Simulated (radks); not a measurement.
Problem. Successive ionisation energies (eV) of one element, from differences of total energies of ions in their ground configurations, starting at charge 0: 6.021, 11.235, 24.332, 42.682, 73.319, 87.951, 103.06, 118.59, 134.50, 150.76, 173.04, 201.38, 231.23, 261.64, 281.52, 310.44, 344.51, 521.72, 558.51, 595.97, 634.09, 672.84. Calculated with a radial shooting solver on a logarithmic mesh with Libxc functionals: Dirac Kohn-Sham, PBE, spin-unpolarised, spherical densities, point nucleus; open shells are shared between the two j in proportion to 2j + 1. Which element is it?

Solution. Europium (Z = 63). The first species listed is Eu in [Xe] 4f7 6s2, the last Eu21+ in [Kr] 4d6.
